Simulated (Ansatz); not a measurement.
Cost and result up the ladder for GeMe3(OSiMe3) (C₆H₁₈GeOSi) (27 atoms). Total charge 0; singlet. Geometry: PBE0-D4/def2-SVP.

```xyz
27

Ge   -0.327    0.574    1.520
C    -0.615   -0.407    3.172
H    -1.465   -1.096    3.061
H    -0.827    0.283    4.003
H     0.279   -0.997    3.423
C     1.229    1.743    1.627
H     1.107    2.477    2.438
H     1.372    2.291    0.684
H     2.135    1.153    1.825
C    -1.916    1.559    0.967
H    -2.749    0.865    0.783
H    -1.724    2.124    0.043
H    -2.222    2.271    1.749
O     0.005   -0.681    0.295
Si    0.316   -0.851   -1.327
C    -1.152   -0.246   -2.337
C     0.601   -2.675   -1.641
C     1.846    0.133   -1.804
H    -0.988   -0.416   -3.413
H    -1.326    0.832   -2.193
H    -2.073   -0.777   -2.047
H    -0.285   -3.263   -1.353
H     0.810   -2.872   -2.705
H     1.455   -3.044   -1.051
H     1.690    1.215   -1.669
H     2.711   -0.162   -1.189
H     2.110   -0.034   -2.861
```

Ansatz on 4 threads of Arm Neoverse V1 on a shared host. Times are rough, and most runs start from the orbitals of an earlier one. PBE0-D4/def2-TZVP serves as the yardstick here, not as an exact answer. Differences are given only for rows in sets of like size (and for xTB, whose basis is part of the method), since another set adds its own error. Binding counts from free atoms at the same level (Ge triplet, C triplet, H doublet, O triplet, Si triplet; other spins of the atoms weren't run), without zero-point energy or a counterpoise term.

The 6-31G sets use Cartesian d functions. B3LYP takes the VWN-RPA correlation. Correlated methods freeze 21 core orbitals; core or outer-core shells of Ge are correlated, in sets that lack core-valence functions. The rows differ in basis, and correlated rows in double-zeta sets carry the largest basis error.

Correlated methods converge slowly with the basis, most of all in double-zeta sets.

```csv
level,functions,binding energy per atom (eV),difference from PBE0-D4/def2-TZVP (eV)
MP2/def2-SVP,238,3.81,–
PBE0-D4/def2-SVP,238,4.00,–
HF/STO-3G,80,3.83,–
PBE0-D4/def2-TZVP,410,3.98,0.00
r2SCAN-D4/def2-TZVP,410,3.99,0.01
B3LYP-D4/6-31G,141,3.89,–
PBE-D4/def2-SVP,238,4.03,–
HF/6-31G,141,2.86,–
PBE-D4/def2-TZVP (with forces),410,4.02,0.04
```

Question: Estimate how long each takes.

Answer: HF/STO-3G 0.7 s; HF/6-31G 2.3 s; PBE-D4/def2-SVP 4.8 s; B3LYP-D4/6-31G 4.9 s; MP2/def2-SVP 8.5 s; PBE0-D4/def2-SVP 9 s; PBE-D4/def2-TZVP (with forces) 12 s; r2SCAN-D4/def2-TZVP 18 s; PBE0-D4/def2-TZVP 21 s. On shared hardware such times vary by a factor of up to 3.
